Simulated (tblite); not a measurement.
A geometry optimisation, step by step.

Species: C₅H₈AsSi (doublet state).
Atom-mapped SMILES: `[CH:1]#[C:2][C@@H:3]1[CH:4][CH2:5][SiH2:6][AsH:7]1` (hydrogens: H8 on C1; H9 on C3; H10 on C4; H11, H12 on C5; H13, H14 on Si6; H15 on As7)
Bond orders are those of one Lewis drawing.

Computed with GFN2-xTB (tblite), gas phase: L-BFGS steps from a force-field or distance-geometry start until the largest atomic force falls under 0.01 eV/Å. 10 of its 85 geometries are shown.

Step 0: E = -509.1526 eV, largest atomic force 3.084 eV/Å
```
atom  x, y, z in Å  |  force x, y, z in eV/Å
C1      2.671    0.769   -0.820   -0.821  -0.593   0.627
C2      1.876    0.061   -0.234    0.889   0.759  -0.108
C3      0.952   -0.798    0.514    0.073  -0.284  -0.822
C4     -0.188   -1.212   -0.299    0.533  -1.533  -0.033
C5     -1.003   -0.212   -0.914   -1.942   0.212  -2.386
Si6    -1.448    1.150    0.291    0.679   0.075   1.387
As7     0.032    0.290    1.920    0.234   1.299   1.549
H8      3.356    1.415   -1.325   -0.454  -0.468   0.234
H9      1.478   -1.653    0.965    0.056   0.200  -0.114
H10    -0.438   -2.272   -0.379    0.033   0.368   0.076
H11    -2.005   -0.633   -1.237    0.992   0.032   0.019
H12    -0.594    0.260   -1.847    0.024  -0.414   0.533
H13    -1.017    2.471   -0.133   -0.049   0.246  -0.115
H14    -2.818    1.098    0.753   -0.424   0.079  -0.054
H15    -0.858   -0.725    2.722    0.179   0.021  -0.792
```

Step 9: E = -509.7243 eV, largest atomic force 0.261 eV/Å
```
atom  x, y, z in Å  |  force x, y, z in eV/Å
C1      2.631    0.770   -0.784   -0.161  -0.082   0.129
C2      1.854    0.084   -0.179    0.127   0.138  -0.146
C3      0.928   -0.816    0.458    0.030   0.019   0.033
C4     -0.167   -1.242   -0.365   -0.146   0.097   0.073
C5     -1.056   -0.234   -0.956    0.108  -0.019   0.012
Si6    -1.377    1.121    0.412    0.115  -0.155   0.014
As7     0.104    0.418    2.076    0.075   0.016  -0.249
H8      3.317    1.368   -1.305    0.012   0.035   0.004
H9      1.473   -1.636    0.931    0.037  -0.068   0.032
H10    -0.477   -2.272   -0.338   -0.082  -0.092   0.132
H11    -1.978   -0.683   -1.317   -0.051  -0.060  -0.017
H12    -0.587    0.252   -1.813    0.083   0.152   0.020
H13    -1.049    2.445   -0.117    0.033   0.109  -0.046
H14    -2.806    1.117    0.727   -0.109  -0.029   0.062
H15    -0.815   -0.682    2.548   -0.071  -0.060  -0.054
```

Step 19: E = -509.7650 eV, largest atomic force 0.174 eV/Å
```
atom  x, y, z in Å  |  force x, y, z in eV/Å
C1      2.609    0.806   -0.767    0.031  -0.014  -0.048
C2      1.855    0.050   -0.224   -0.035   0.052  -0.004
C3      0.935   -0.838    0.436    0.025  -0.023   0.009
C4     -0.197   -1.264   -0.339   -0.004  -0.017   0.075
C5     -1.042   -0.241   -0.956    0.051  -0.031  -0.049
Si6    -1.383    1.126    0.402    0.085  -0.095   0.081
As7     0.142    0.403    2.017    0.018   0.171  -0.029
H8      3.298    1.406   -1.281    0.012   0.061  -0.006
H9      1.487   -1.647    0.923   -0.021  -0.074  -0.020
H10    -0.578   -2.263   -0.182   -0.070   0.062   0.021
H11    -1.942   -0.676   -1.384   -0.064   0.035  -0.003
H12    -0.514    0.288   -1.750    0.094   0.005  -0.089
H13    -1.058    2.457   -0.134   -0.069  -0.020  -0.010
H14    -2.804    1.080    0.776    0.031   0.015  -0.009
H15    -0.811   -0.678    2.441   -0.083  -0.129   0.083
```

Step 28: E = -509.7860 eV, largest atomic force 0.101 eV/Å
```
atom  x, y, z in Å  |  force x, y, z in eV/Å
C1      2.604    0.807   -0.783   -0.010   0.022   0.000
C2      1.847    0.044   -0.250   -0.037  -0.031   0.021
C3      0.948   -0.870    0.398   -0.008  -0.005   0.040
C4     -0.216   -1.270   -0.317    0.033  -0.023  -0.021
C5     -1.009   -0.235   -0.978    0.003  -0.019  -0.017
Si6    -1.365    1.109    0.399   -0.011   0.066   0.052
As7     0.138    0.414    2.034    0.066   0.061  -0.046
H8      3.275    1.457   -1.263   -0.019  -0.018  -0.002
H9      1.490   -1.675    0.898    0.019  -0.020  -0.021
H10    -0.675   -2.217   -0.067   -0.011   0.033   0.002
H11    -1.917   -0.633   -1.423    0.003   0.003  -0.030
H12    -0.430    0.271   -1.752   -0.005   0.012  -0.009
H13    -1.110    2.447   -0.150   -0.002   0.006   0.005
H14    -2.781    1.054    0.796    0.014  -0.043  -0.042
H15    -0.804   -0.694    2.438   -0.035  -0.044   0.067
```

Step 37: E = -509.7915 eV, largest atomic force 0.066 eV/Å
```
atom  x, y, z in Å  |  force x, y, z in eV/Å
C1      2.584    0.813   -0.778    0.008  -0.001  -0.011
C2      1.843    0.034   -0.247   -0.017  -0.019   0.014
C3      0.946   -0.880    0.405   -0.008  -0.019  -0.044
C4     -0.219   -1.271   -0.319   -0.012  -0.009   0.007
C5     -0.996   -0.229   -0.989    0.011   0.009  -0.004
Si6    -1.355    1.109    0.398   -0.034   0.039   0.019
As7     0.157    0.415    2.031    0.027   0.050  -0.033
H8      3.253    1.458   -1.267   -0.023  -0.005   0.004
H9      1.494   -1.695    0.884   -0.035   0.018   0.016
H10    -0.710   -2.195   -0.045    0.025   0.000  -0.013
H11    -1.904   -0.618   -1.445    0.032   0.010   0.009
H12    -0.408    0.278   -1.755    0.019  -0.005   0.000
H13    -1.124    2.457   -0.146   -0.002  -0.048   0.034
H14    -2.776    1.011    0.769    0.020  -0.011  -0.006
H15    -0.789   -0.679    2.482   -0.013  -0.008   0.007
```

Step 47: E = -509.7945 eV, largest atomic force 0.039 eV/Å
```
atom  x, y, z in Å  |  force x, y, z in eV/Å
C1      2.568    0.808   -0.782    0.007  -0.001  -0.012
C2      1.839    0.015   -0.254    0.016  -0.008   0.019
C3      0.943   -0.899    0.395   -0.005   0.002   0.006
C4     -0.226   -1.272   -0.318   -0.009  -0.012   0.000
C5     -0.980   -0.220   -0.996   -0.008  -0.001  -0.008
Si6    -1.357    1.102    0.400   -0.016   0.035   0.005
As7     0.170    0.441    2.027   -0.002  -0.001  -0.001
H8      3.225    1.464   -1.270    0.000  -0.002  -0.006
H9      1.475   -1.711    0.894    0.012   0.005  -0.002
H10    -0.726   -2.190   -0.046   -0.004  -0.005  -0.011
H11    -1.884   -0.596   -1.468    0.012   0.000  -0.014
H12    -0.373    0.286   -1.747    0.003   0.001   0.010
H13    -1.135    2.458   -0.124   -0.025  -0.022   0.006
H14    -2.779    0.970    0.756    0.022   0.008   0.005
H15    -0.767   -0.648    2.510   -0.001   0.001   0.005
```

Step 56: E = -509.7954 eV, largest atomic force 0.035 eV/Å
```
atom  x, y, z in Å  |  force x, y, z in eV/Å
C1      2.566    0.797   -0.790    0.005   0.006   0.002
C2      1.843    0.008   -0.249    0.002  -0.008  -0.004
C3      0.942   -0.902    0.400   -0.010   0.011   0.008
C4     -0.227   -1.272   -0.319    0.000  -0.019  -0.002
C5     -0.975   -0.216   -0.997    0.008  -0.008  -0.013
Si6    -1.361    1.102    0.402   -0.022   0.027  -0.006
As7     0.175    0.446    2.021    0.002   0.007   0.020
H8      3.218    1.457   -1.280    0.005  -0.012  -0.007
H9      1.472   -1.715    0.901   -0.005   0.005  -0.009
H10    -0.728   -2.194   -0.060    0.004   0.007   0.002
H11    -1.870   -0.590   -1.488    0.015   0.016   0.010
H12    -0.354    0.296   -1.734   -0.007   0.006  -0.004
H13    -1.163    2.462   -0.121   -0.005  -0.023   0.004
H14    -2.780    0.963    0.766    0.008  -0.011   0.005
H15    -0.762   -0.634    2.523   -0.001  -0.003  -0.006
```

Step 65: E = -509.7960 eV, largest atomic force 0.031 eV/Å
```
atom  x, y, z in Å  |  force x, y, z in eV/Å
C1      2.567    0.791   -0.792    0.015  -0.002  -0.015
C2      1.845    0.004   -0.246    0.000   0.005   0.005
C3      0.940   -0.898    0.407   -0.007  -0.001  -0.001
C4     -0.225   -1.268   -0.320   -0.006  -0.017  -0.003
C5     -0.968   -0.209   -0.999   -0.008  -0.014  -0.010
Si6    -1.368    1.100    0.405   -0.016   0.026  -0.002
As7     0.174    0.451    2.022    0.008  -0.005   0.010
H8      3.223    1.438   -1.295    0.010   0.004  -0.001
H9      1.467   -1.714    0.906   -0.002   0.002   0.008
H10    -0.725   -2.193   -0.068    0.000   0.024  -0.002
H11    -1.861   -0.579   -1.497    0.010   0.004   0.001
H12    -0.344    0.309   -1.729   -0.010  -0.007   0.012
H13    -1.187    2.459   -0.124   -0.003  -0.009   0.011
H14    -2.782    0.945    0.780    0.006  -0.011  -0.007
H15    -0.762   -0.629    2.528    0.003   0.001  -0.007
```

Step 75: E = -509.7968 eV, largest atomic force 0.024 eV/Å
```
atom  x, y, z in Å  |  force x, y, z in eV/Å
C1      2.585    0.768   -0.808    0.001   0.006   0.008
C2      1.853    0.003   -0.245    0.001  -0.009  -0.003
C3      0.938   -0.886    0.415   -0.007  -0.009  -0.001
C4     -0.223   -1.258   -0.322   -0.011  -0.007   0.005
C5     -0.964   -0.197   -1.000   -0.002  -0.012  -0.010
Si6    -1.381    1.097    0.410   -0.008   0.002   0.000
As7     0.174    0.457    2.021   -0.008   0.002  -0.002
H8      3.245    1.409   -1.314    0.009  -0.006  -0.002
H9      1.457   -1.703    0.919    0.015  -0.001  -0.002
H10    -0.730   -2.179   -0.071    0.015   0.018   0.005
H11    -1.850   -0.567   -1.509    0.007   0.010  -0.005
H12    -0.334    0.329   -1.720   -0.009  -0.007   0.000
H13    -1.227    2.461   -0.114   -0.010   0.000   0.016
H14    -2.788    0.901    0.788   -0.005   0.010  -0.005
H15    -0.759   -0.626    2.528    0.012   0.003  -0.004
```

Step 84: E = -509.7975 eV, largest atomic force 0.009 eV/Å
```
atom  x, y, z in Å  |  force x, y, z in eV/Å
C1      2.606    0.750   -0.816    0.001  -0.001   0.002
C2      1.862    0.000   -0.248    0.002  -0.001  -0.004
C3      0.939   -0.877    0.416   -0.004   0.003   0.001
C4     -0.223   -1.248   -0.322   -0.003   0.000  -0.005
C5     -0.961   -0.189   -1.004   -0.006   0.004   0.000
Si6    -1.400    1.093    0.414   -0.006   0.000  -0.004
As7     0.170    0.468    2.015    0.002   0.003   0.000
H8      3.276    1.374   -1.329    0.004   0.001   0.005
H9      1.454   -1.694    0.926    0.000  -0.001  -0.006
H10    -0.732   -2.166   -0.064    0.000   0.004  -0.001
H11    -1.841   -0.558   -1.524    0.001  -0.003   0.004
H12    -0.327    0.343   -1.715    0.003   0.000   0.008
H13    -1.276    2.469   -0.086    0.000  -0.009  -0.003
H14    -2.805    0.870    0.788    0.002   0.000   0.000
H15    -0.747   -0.625    2.527    0.003   0.001   0.004
```

**Question.** Summarise the path.

**Answer.** The energy falls by 62.23 kJ/mol from step 0 to step 84; nine tenths of that is first reached at step 11. It falls at every step. The largest force goes from 3.084 to 0.009 eV/Å. Among the bonds C3–As7 changes most, from 2.002 to 2.226 Å; the atoms move by 0.219 Å rms after alignment.

**Question.** Follow the three bonds and two angles with the largest change from start to end.

**Answer.** 
```csv
step,E above end (kJ/mol),largest force (eV/Å),C3–As7 (Å),C5–Si6 (Å),As7–H15 (Å),C3–As7–H15 (°),Si6–As7–H15 (°)
0,62.23,3.084,2.002,1.872,1.570,105.6,103.5
4,15.89,0.897,2.154,1.943,1.550,98.4,98.9
7,9.15,0.255,2.219,1.961,1.527,93.6,94.7
11,6.08,0.168,2.162,1.942,1.512,93.1,92.7
15,4.74,0.168,2.147,1.959,1.521,92.3,90.9
18,3.56,0.218,2.156,1.960,1.503,91.7,90.2
22,2.22,0.181,2.187,1.959,1.523,90.4,90.1
26,1.29,0.069,2.233,1.962,1.514,89.7,90.0
29,1.00,0.114,2.228,1.956,1.512,90.3,90.3
33,0.76,0.074,2.221,1.964,1.520,90.7,90.7
37,0.58,0.066,2.224,1.960,1.514,91.1,91.1
40,0.44,0.046,2.241,1.958,1.519,91.0,91.2
44,0.33,0.039,2.251,1.961,1.515,90.9,91.3
47,0.30,0.039,2.249,1.960,1.516,90.9,91.2
51,0.25,0.029,2.248,1.961,1.516,90.9,91.2
55,0.22,0.035,2.244,1.960,1.515,91.2,91.4
58,0.19,0.020,2.245,1.961,1.516,91.3,91.2
62,0.17,0.017,2.242,1.962,1.515,91.3,91.3
66,0.14,0.027,2.239,1.959,1.516,91.2,91.1
69,0.12,0.022,2.239,1.960,1.515,91.1,91.0
73,0.08,0.024,2.230,1.961,1.515,91.2,91.0
77,0.05,0.029,2.226,1.959,1.517,91.2,90.9
80,0.02,0.021,2.226,1.961,1.516,91.0,90.9
84,0.00,0.009,2.226,1.961,1.516,90.9,91.0
```

What follows is the cost of the whole relaxation. Hardware: an Arm Neoverse V1 with one thread (shared host). Cost: 0.64 s wall.
